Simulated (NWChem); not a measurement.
System: C4H5F; SMILES FC1=CCC1

Here is an NWChem input.

```
start job
memory heap 200 mb stack 900 mb global 1100 mb
geometry units angstroms
  F      1.727388     0.093860     0.279456
  C      0.407627     0.073273     0.061211
  C     -0.503067     1.005994    -0.177169
  C     -1.610915    -0.017300    -0.267067
  C     -0.526426    -1.093467     0.013482
  H     -0.494849     2.073472    -0.274759
  H     -2.084771    -0.096381    -1.243240
  H     -2.375865     0.065374     0.502192
  H     -0.353263    -1.798992    -0.796697
  H     -0.644362    -1.637234     0.948766
end
basis spherical
  * library def2-svp
end
dft
  xc pbe0
  iterations 150
end
driver
  maxiter 120
end
task dft optimize
task dft freq
```

NWChem printed, in part:

```
             Northwest Computational Chemistry Package (NWChem) 7.3.0
             --------------------------------------------------------

 CS  symmetry detected

                             Geometry "geometry" -> ""
                             -------------------------

 Output coordinates in angstroms (scale by  1.889725989 to convert to a.u.)

  No.       Tag          Charge          X              Y              Z
 ---- ---------------- ---------- -------------- -------------- --------------
    1 F                    9.0000    -0.01085311    -1.85445957     0.00000000
    2 C                    6.0000     0.05838624    -0.51840953     0.00000000
    3 C                    6.0000     1.05586391     0.35405557     0.00000000
    4 C                    6.0000     0.10502291     1.52812577     0.00000000
    5 C                    6.0000    -1.04814556     0.48737507     0.00000000
    6 H                    1.0000     2.12590808     0.28997669     0.00000000
    7 H                    1.0000     0.14900770     2.15456970    -0.88845839
    8 H                    1.0000     0.14900770     2.15456970     0.88845839
    9 H                    1.0000    -1.67650526     0.49206936    -0.88847416
   10 H                    1.0000    -1.67650526     0.49206936     0.88847416

 Effective nuclear repulsion energy (a.u.)     166.3144153320

      Symmetry information
      --------------------

 Group name             Cs
 Group number              2
 Group order               2
 No. of unique centers     8

                                Z-matrix (autoz)
                                --------

 Units are Angstrom for bonds and degrees for angles

      Type          Name      I     J     K     L     M      Value
      ----------- --------  ----- ----- ----- ----- ----- ----------
    1 Stretch                  1     2                       1.33784
    2 Stretch                  2     3                       1.32520
    3 Stretch                  2     5                       1.49533
    4 Stretch                  3     4                       1.51081
    5 Stretch                  3     6                       1.07196
    6 Stretch                  4     5                       1.55337
    7 Stretch                  4     7                       1.08799
    8 Stretch                  4     8                       1.08799
    9 Stretch                  5     9                       1.08823
   10 Stretch                  5    10                       1.08823
   11 Bend                     1     2     3               134.14190
   12 Bend                     1     2     5               129.30270
   13 Bend                     2     3     4                92.17238
   14 Bend                     2     3     6               135.39772
   15 Bend                     2     5     4                84.33603
   16 Bend                     2     5     9               115.47918
   17 Bend                     2     5    10               115.47918
   18 Bend                     3     2     5                96.55540
   19 Bend                     3     4     5                86.93618
   20 Bend                     3     4     7               114.96115
   21 Bend                     3     4     8               114.96115
   22 Bend                     4     3     6               132.42991
   23 Bend                     4     5     9               115.19893
   24 Bend                     4     5    10               115.19893
   25 Bend                     5     4     7               114.56857
   26 Bend                     5     4     8               114.56857
   27 Bend                     7     4     8               109.49261
   28 Bend                     9     5    10               109.45995
   29 Torsion                  1     2     3     4         180.00000
   30 Torsion                  1     2     3     6           0.00000
   31 Torsion                  1     2     5     4         180.00000
   32 Torsion                  1     2     5     9         -64.74262
   33 Torsion                  1     2     5    10          64.74262
   34 Torsion                  2     3     4     5           0.00000
   35 Torsion                  2     3     4     7        -115.74467
   36 Torsion                  2     3     4     8         115.74467
   37 Torsion                  2     5     4     3           0.00000
   38 Torsion                  2     5     4     7         116.11713
   39 Torsion                  2     5     4     8        -116.11713
   40 Torsion                  3     2     5     4          -0.00000
   41 Torsion                  3     2     5     9         115.25738
   42 Torsion                  3     2     5    10        -115.25738
   43 Torsion                  3     4     5     9        -115.53689
   44 Torsion                  3     4     5    10         115.53689
   45 Torsion                  4     3     2     5           0.00000
   46 Torsion                  5     2     3     6         180.00000
   47 Torsion                  5     4     3     6         180.00000
   48 Torsion                  6     3     4     7          64.25533
   49 Torsion                  6     3     4     8         -64.25533
   50 Torsion                  7     4     5     9           0.58024
   51 Torsion                  7     4     5    10        -128.34598
   52 Torsion                  8     4     5     9         128.34598
   53 Torsion                  8     4     5    10          -0.58024

                           NWChem Geometry Optimization
                           ----------------------------

[...]

      ----------------------
      Optimization converged
      ----------------------

  Step       Energy      Delta E   Gmax     Grms     Xrms     Xmax
  ---- ---------------- -------- -------- -------- -------- --------
@    4    -254.74612009 -1.2D-06  0.00011  0.00003  0.00056  0.00151
                                     ok       ok       ok       ok

                                Z-matrix (autoz)
                                --------

 Units are Angstrom for bonds and degrees for angles

[...]

 Rotational Constants
 --------------------
 A=   0.410993 cm-1  (  0.591314 K)
 B=   0.150824 cm-1  (  0.216997 K)
 C=   0.115224 cm-1  (  0.165777 K)

 Temperature                      =   298.15K
 frequency scaling parameter      =   1.0000

 Zero-Point correction to Energy  =   50.042 kcal/mol  (  0.079747 au)
 Thermal correction to Energy     =   52.809 kcal/mol  (  0.084156 au)
 Thermal correction to Enthalpy   =   53.401 kcal/mol  (  0.085100 au)

 Total Entropy                    =   68.451 cal/mol-K
   - Translational                =   38.723 cal/mol-K (mol. weight =  72.0375)
   - Rotational                   =   24.916 cal/mol-K (symmetry #  =        1)
   - Vibrational                  =    4.811 cal/mol-K

 Cv (constant volume heat capacity) =   15.625 cal/mol-K
   - Translational                  =    2.979 cal/mol-K
   - Rotational                     =    2.979 cal/mol-K
   - Vibrational                    =    9.666 cal/mol-K

[normal modes left out]

 ----------------------------------------------------------------------------
 Normal Eigenvalue ||           Projected Infra Red Intensities
  Mode   [cm**-1]  || [atomic units] [(debye/angs)**2] [(KM/mol)] [arbitrary]
 ------ ---------- || -------------- ----------------- ---------- -----------
    1       -0.000 ||    0.000011           0.000         0.011       0.006
    2       -0.000 ||    0.000507           0.012         0.495       0.284
    3        0.000 ||    0.000012           0.000         0.012       0.007
    4        0.000 ||    0.000649           0.015         0.633       0.363
    5        0.000 ||    0.000004           0.000         0.004       0.002
    6        0.000 ||    0.000071           0.002         0.069       0.040
    7      249.397 ||    0.000026           0.001         0.025       0.014
    8      426.099 ||    0.003061           0.071         2.984       1.714
    9      449.127 ||    0.006824           0.157         6.652       3.820
   10      672.660 ||    0.010866           0.251        10.593       6.083
   11      791.347 ||    0.028800           0.664        28.076      16.123
   12      878.303 ||    0.015794           0.364        15.397       8.842
   13      910.286 ||    0.009540           0.220         9.300       5.341
   14      943.561 ||    0.012708           0.293        12.389       7.115
   15     1016.845 ||    0.026730           0.617        26.058      14.964
   16     1037.623 ||    0.000082           0.002         0.080       0.046
   17     1091.098 ||    0.000274           0.006         0.267       0.154
   18     1156.236 ||    0.000648           0.015         0.632       0.363
   19     1185.880 ||    0.001298           0.030         1.265       0.727
   20     1208.905 ||    0.010098           0.233         9.844       5.653
   21     1254.267 ||    0.008449           0.195         8.237       4.730
   22     1374.705 ||    0.142080           3.278       138.506      79.541
   23     1442.244 ||    0.006251           0.144         6.094       3.500
   24     1474.967 ||    0.007485           0.173         7.296       4.190
   25     1773.400 ||    0.157198           3.627       153.245      88.005
   26     3070.293 ||    0.035679           0.823        34.781      19.974
   27     3078.995 ||    0.022059           0.509        21.504      12.349
   28     3130.458 ||    0.006641           0.153         6.474       3.718
   29     3142.096 ||    0.019975           0.461        19.473      11.183
   30     3262.657 ||    0.002055           0.047         2.003       1.150
 ----------------------------------------------------------------------------
```

Level: PBE0/def2-SVP.
